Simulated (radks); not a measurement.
The numbers below are computed, except where a source is named.
Problem. Valence configurations of the sulfur ion S2+ (all share [Ne]). Level of theory: scalar-relativistic Kohn-Sham, PBEsol, spin-polarised, spherical densities, point nucleus; open shells are filled with parallel spins first (a radial shooting solver on a logarithmic mesh with Libxc functionals). Order these by energy: 3s2 3p2; 3s1 3p3; 3s1.5 3p2.5; 3p4.

Solution. From the lowest, in eV above it: 3s2 3p2 0.000; 3s1.5 3p2.5 3.969; 3s1 3p3 7.129; 3p4 22.876. NIST lists [Ne] 3s2 3p2 as the ground configuration; this level of theory agrees among the configurations tried. The energies are those of spherical high-spin densities, not of single terms.
